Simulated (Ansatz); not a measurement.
Cost and result up the ladder for In(OH)3 (InO₃H₃) (7 atoms). Charge 0, multiplicity 1. Geometry: r2SCAN-D4/def2-SVP.

```xyz
7

In    0.000    0.000    0.000
O     0.778   -0.636    1.726
H     1.707   -0.879    1.603
O    -1.910    0.577   -0.083
H    -2.321    0.491    0.790
O     1.132    0.059   -1.644
H     0.614    0.388   -2.392
```

Ansatz on 2 threads of Arm Neoverse V2 on a shared host. Times are rough, and most runs start from the orbitals of an earlier one. ωB97M-V/def2-TZVP serves as the yardstick here, not as an exact answer. Differences are given only for rows in sets of like size (and for xTB, whose basis is part of the method), since another set adds its own error. Binding counts from free atoms at the same level (In doublet, O triplet, H doublet; other spins of the atoms weren't run), without zero-point energy or a counterpoise term.

In the def2 sets In takes a core potential; there is no spin–orbit coupling. B3LYP takes the VWN-RPA correlation. Correlated methods freeze 7 core orbitals; core or outer-core shells of In are correlated, in sets that lack core-valence functions.

Correlated methods converge slowly with the basis.

| level | functions | wall time | binding energy per atom (eV) | difference from ωB97M-V/def2-TZVP (eV) |
| --- | --- | --- | --- | --- |
| HF/def2-TZVP | 161 | 1.1 s | 2.05 | -1.32 |
| PBE0-D4/def2-SVP | 83 | 1.2 s | 3.23 | – |
| revPBE-D4/def2-TZVP | 161 | 1.6 s | 3.32 | -0.05 |
| PBE-D4/def2-TZVP | 161 | 1.8 s | 3.46 | 0.09 |
| MP2/def2-TZVP | 161 | 2.1 s | 3.37 | 0.00 |
| B3LYP-D4/def2-TZVP | 161 | 2.3 s | 3.32 | -0.05 |
| PBE0-D4/def2-TZVP | 161 | 2.5 s | 3.29 | -0.08 |
| CAM-B3LYP-D4/def2-TZVP | 161 | 2.6 s | 3.36 | -0.01 |
| BHLYP-D4/def2-TZVP | 161 | 2.8 s | 3.11 | -0.26 |
| r2SCAN-D4/def2-TZVP | 161 | 3.1 s | 3.37 | 0.00 |
| PBE0-D4/def2-TZVPD | 203 | 3.5 s | 3.31 | -0.06 |
| r2SCAN-D4/def2-TZVPD | 203 | 4.7 s | 3.38 | 0.01 |
| ωB97M-V/def2-TZVP | 161 | 8 s | 3.37 | 0.00 |
| CCSD(T)/def2-TZVPP | 185 | 1.8 min | 3.31 | -0.06 |
